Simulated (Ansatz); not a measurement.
Consider the cleavage of the Si–B bond: `B[SiH2][SiH2]O` + silanol → `O[SiH2][SiH2]O[SiH3]` + BH₃.

Computed with Ansatz on PBE0-D4/def2-TZVP structures; ΔE is electronic, products minus reactants. CBS: MP2 limit from def2 TZ/QZ plus the TZ coupled-cluster correction, frozen cores. This one scheme is used for every species. Each species was taken in one conformer, which may not be the lowest.

| species | SCS-MP2/def2-QZVPP energy (Eh) |
| --- | --- |
| `B[SiH2][SiH2]O` | -682.23976 |
| `O[SiH3]` | -366.63896 |
| `O[SiH2][SiH2]O[SiH3]` | -1022.38738 |
| BH₃ | -26.53621 |

**Question.** Work out ΔE.

**Answer.** ΔE = (-1022.38738) + (-26.53621) − (-682.23976) − (-366.63896) = -0.04487 Eh = -117.8 kJ/mol. CCSD(T)/CBS gives -105.2 kJ/mol.

Largest T1 diagnostic among the species: 0.014.

From BLYP to BHLYP (50 % exact exchange), in def2-TZVPP and without D4, ΔE moves by −22.4 kJ/mol. The D4 term adds −8.5 kJ/mol with B3LYP and −5.0 kJ/mol with PBE0; it sums over pairs of atoms, weighted by their polarisabilities, and B3LYP, whose exchange is more repulsive, gets the larger term. Leaving LDA and LC-ωPBE aside and taking each functional with its dispersion term where it has one, the values, not all of them listed here, spread over 43.8 kJ/mol, from BHLYP-D4 to PBE-D4.

B3LYP here is the variant with VWN-RPA as its local correlation; programs differ in this.
